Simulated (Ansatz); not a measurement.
ClRb, charge -1, sextet, geometry from GFN2-xTB of the parent state (such geometries of metal compounds can be far from the true shape) (a state made from the parent by changing its charge; the spin is typed, not shown lowest) (core potentials on Rb) (a gas-phase anion, which may not be bound at this level); HF/def2-SVP in Ansatz (a first-principles code).

The Ansatz input:
Ansatz 0.2 input:
```yaml
crystal:
  periodic: [false, false, false]
  atoms:
    - {symbol: Rb, position_ang: [-0.00000000, -0.00000000, -1.23734053]}
    - {symbol: Cl, position_ang: [0.00000000, 0.00000000, 2.69303528]}
basis:
  gaussian:
    orbitals: def2-SVP
hamiltonian:
  xc: hf
total_charge: -1
magnetization: {spin_polarized: false, initial_magnetization: 5}
```

**Question.** Write the output that Ansatz gives for this input, abridged.

**Answer.** 
```
Functional definition: HF
389 factors; integrals over basis functions are off by at most 3.5e-4 eV
mean field evaluation 1: about -13128.5616 eV, gradient 3.8e1 eV
mean field evaluation 2: about -13128.6796 eV, gradient 3.8e1 eV
mean field evaluation 4: about -13135.0657 eV, gradient 1.8e1 eV
mean field evaluation 8: about -13137.1244 eV, gradient 3.8e-1 eV
mean field evaluation 16: about -13137.1727 eV, gradient 6.5e-6 eV
mean field evaluation 32: about -13137.3290 eV, gradient 1.3e-1 eV
mean field evaluation 64: about -13137.1727 eV, gradient 3.7e-2 eV
mean field evaluation 96: about -13137.2598 eV, gradient 3.1e-2 eV
mean field evaluation 128: about -13137.3235 eV, gradient 1.9e-1 eV
mean field evaluation 160: about -13137.2946 eV, gradient 5.4e-1 eV
mean field evaluation 192: about -13137.2584 eV, gradient 1.6e0 eV
mean field evaluation 224: about -13133.8751 eV, gradient 5.2e0 eV
mean field evaluation 256: about -13136.4932 eV, gradient 2.7e0 eV
mean field evaluation 288: about -13135.8630 eV, gradient 3.1e0 eV
mean field evaluation 320: about -13137.1776 eV, gradient 2.0e-6 eV
mean field evaluation 352: about -13137.3117 eV, gradient 2.0e0 eV
mean field -13137.33004243 eV, -482.7879742571 hartree, gradient 2.5e-6 eV, S^2 8.750000; 11 other end points of the search recorded, 0 dependent functions left out
reference -13137.33004243 eV, -482.7879742571 hartree; 16, 11 occupied and 26, 31 virtual orbitals, 389 factors
Total energy: -13137.33004243 eV, -482.7879742571 hartree
```
